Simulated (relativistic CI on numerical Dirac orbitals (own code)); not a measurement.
## d1 to d9 in one octahedral field

Computed with a parametric ligand-field model without spin-orbit coupling, by exact diagonalisation: B = 900, C = 3700, 10Dq = 24900 cm⁻¹ (Oh; |10Dq|/B = 27.7) for every shell. Energies in cm⁻¹; the field energy is (0.6 n_e − 0.4 n_t2) × 10Dq of the ground term; g labels are left out.

| Shell | Ground term | Electrons in e | Field energy | First spin-allowed bands | Lowest term of other spin |
| --- | --- | --- | --- | --- | --- |
| d1 | 2T2 | 0.000 | -9960 | 2E 24900 |  |
| d2 | 3T1 | 0.025 | -19302 | 3T2 23061, 3T1 34722 | 1T2 13263 |
| d3 | 4A2 | 0.000 | -29880 | 4T2 24900, 4T1 34114 | 2E 17797 |
| d4 | ? | ? | ? | ? | ? |
| d5 | 2T2 | 0.065 | -48193 | 2A2 20663, 2T1 20981 | 6A1 2035 |
| d6 | 1A1 | 0.047 | -58587 | 1T1 22593, 1T2 33973 | 3T1 14575 |
| d7 | 2E | 1.035 | -43938 | 2T1 22384, 2T2 23156 | 4T1 6971 |
| d8 | 3A2 | 2.000 | -29880 | 3T2 24900, 3T1 34114 | 1E 14409 |
| d9 | 2E | 3.000 | -14940 | 2T2 24900 |  |

Fill in the row of d4.

Ground term: 3T1; Electrons in e: 0.037; Field energy: -38924; First spin-allowed bands: 3E 21728, 3T1 22672; Lowest term of other spin: 5E 2391. Low spin: d4, d5, d6, d7; the other shells keep the spin of the free ion. Only d4 to d7 can choose; the field needed to pair spins is smallest for d6 and largest for d5, which loses most exchange energy. In the strong-field picture 10Dq must exceed about 6B + 5C = 23900 (d4), 7.5B + 5C = 25250 (d5), 2.5B + 4C = 17050 (d6) and 4B + 4C = 18400 (d7); mixing of terms shifts these bounds somewhat.
